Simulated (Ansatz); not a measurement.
Program: Ansatz. Geometries: PBE0-D4/def2-TZVP. ΔE: electronic, gas phase. CCSD(T)/CBS adds triple-zeta CCSD(T) − MP2 to the extrapolated MP2 energy (def2 sets, frozen cores). DFT in def2-TZVPP. B3LYP here is the variant with VWN-RPA as its local correlation; programs differ in this. Elements past krypton have def2 core potentials. For Sn outer-core shells are correlated without core-valence functions, which leaves a few kJ/mol of doubt a bond.

Consider the substitution at a C–Sn bond: `C[C](=O)[SnH3]` + CH₃NH₂ → `CNC(C)=O` + `[SnH4]`.

Task: Is it downhill or uphill in electronic energy at CCSD(T)/CBS, and by how much? (An estimate is asked.)

Result: The calculation gave: Downhill: ΔE = -71.4 kJ/mol.

Task: What do these levels give: ωB97X-V, B2PLYP, PBE, r2SCAN, B3LYP, HF/def2-TZVPP, MP2/def2-TZVPP, CCSD/def2-TZVPP, CCSD(T)/def2-TZVPP, SCS-MP2/def2-QZVPP, MP2/CBS(def2), CCSD/CBS(def2)? (Estimate.)

Result: The calculation gave: ωB97X-V -87.6, B2PLYP -80.2, PBE -79.9, r2SCAN -87.4, B3LYP -80.0, HF/def2-TZVPP -92.3, MP2/def2-TZVPP -79.2, CCSD/def2-TZVPP -78.3, CCSD(T)/def2-TZVPP -77.1, SCS-MP2/def2-QZVPP -73.0, MP2/CBS(def2) -73.6, CCSD/CBS(def2) -72.7 kJ/mol.

Largest T1 diagnostic among the species: 0.015.

In def2-TZVPP, CCSD(T) changes the Hartree–Fock value by +15.2 kJ/mol (the triples alone add +1.3 kJ/mol) and MP2 by +13.0 kJ/mol. From PBE to PBE0 (25 % exact exchange), in def2-TZVPP and without D4, ΔE moves by −7.7 kJ/mol.
